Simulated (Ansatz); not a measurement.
C2H6AlBr (SMILES [CH3][Al]([CH3])[Br]), singlet, geometry from GFN2-xTB (such geometries of metal compounds can be far from the true shape); PBE/def2-TZVP (Ansatz, an electronic-structure program).

The Ansatz input:
Ansatz 0.2 input:
```yaml
crystal:
  periodic: [false, false, false]
  atoms:
    - {symbol: Al, position_ang: [0.71090799, 0.64730924, 0.13159308]}
    - {symbol: Br, position_ang: [-0.95722740, -0.87186759, -0.17727443]}
    - {symbol: C, position_ang: [0.47943492, 2.33392309, -0.89023818]}
    - {symbol: H, position_ang: [0.49900707, 2.15945707, -1.97311892]}
    - {symbol: H, position_ang: [1.24992632, 3.07910617, -0.67314139]}
    - {symbol: H, position_ang: [-0.49059244, 2.80221111, -0.68162659]}
    - {symbol: C, position_ang: [2.13943608, 0.05146793, 1.37521215]}
    - {symbol: H, position_ang: [2.97745176, 0.75154463, 1.43619631]}
    - {symbol: H, position_ang: [2.55168371, -0.92152883, 1.07997104]}
    - {symbol: H, position_ang: [1.76045240, -0.08279055, 2.39577098]}
basis:
  gaussian:
    orbitals: def2-TZVP
hamiltonian:
  xc: pbe
```

Output, abridged:

```
Functional definition: PBE
1259 factors; their error is unknown
mean field evaluation 1: about -78782.6919 eV, gradient 9.0e1 eV
mean field evaluation 2: about -78755.2414 eV, gradient 1.2e2 eV
mean field evaluation 4: about -78800.8373 eV, gradient 1.1e1 eV
mean field evaluation 8: about -78801.1414 eV, gradient 2.4e-1 eV
mean field evaluation 16: about -78801.0977 eV, gradient 3.8e-4 eV
mean field -78801.09769541 eV, -2895.8869270039 hartree, gradient 1.1e-5 eV, S^2 0.000000; 0 other end points of the search recorded, 0 dependent functions left out
reference -78801.09773966 eV, -2895.8869286301 hartree; 33, 33 occupied and 150, 150 virtual orbitals, 1259 factors
Total energy: -78801.09773966 eV, -2895.8869286301 hartree
```
